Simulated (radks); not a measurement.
Problem. Radial electron density D(r) = 4 pi r^2 rho(r) of an atom or ion with 35 electrons. Calculated with a radial shooting solver on a logarithmic mesh with Libxc functionals: scalar-relativistic Kohn-Sham, PBE, spin-polarised, spherical densities, point nucleus.

```
   r/bohr * D(r) (the largest magnitude, 57.6, reaches the edge; | marks zero)
 0.001989 | *
 0.002279 | *
 0.002611 |  *
 0.002991 |   *
 0.003427 |    *
 0.003926 |     *
 0.004498 |       *
 0.005153 |         *
 0.005951 |           *
 0.006818 |             *
 0.007812 |                *
  0.00895 |                    *
  0.01025 |                       *
  0.01175 |                           *
  0.01346 |                               *
  0.01542 |                                   *
  0.01767 |                                       *
  0.02024 |                                         *
  0.02319 |                                           *
  0.02657 |                                            *
  0.03044 |                                            *
  0.03487 |                                           *
  0.03995 |                                         *
  0.04577 |                                       *
  0.05244 |                                     *
  0.06008 |                                     *
  0.06883 |                                       *
  0.07885 |                                           *
  0.09034 |                                               *
   0.1043 |                                                    *
   0.1195 |                                                      *
   0.1369 |                                                     *
   0.1569 |                                                *
   0.1798 |                                          *
   0.2059 |                                   *
   0.2359 |                               *
   0.2703 |                               *
   0.3097 |                                  *
   0.3548 |                                     *
   0.4065 |                                       *
   0.4657 |                                    *
   0.5336 |                              *
   0.6113 |                      *
   0.7004 |               *
   0.8024 |          *
   0.9193 |       *
    1.053 |      *
    1.207 |      *
    1.382 |     *
    1.584 |    *
    1.829 |  *
    2.096 | *
    2.401 |*
    2.751 *
    3.151 *
    3.611 *
    4.137 *
    4.739 *
     5.43 *
```

What is the nuclear charge?

Solution. Z = 38. The innermost maximum, from 1s, lies near gamma/Z bohr with gamma = sqrt(1 - (Z/c)^2) = 0.961, here 0.0253 bohr (found: 0.0274), and its height grows with Z. The density is that of the strontium ion Sr3+ in [Ar] 3d10 4s2 4p5; the configuration itself is not fixed sharply by these data, and Z only to a few units. D(r) has 3 maxima, at r = 0.0274, 0.122, 0.397 bohr, and minima at 0.0564, 0.254 bohr, inside which lie 2.06, 11.06 electrons.
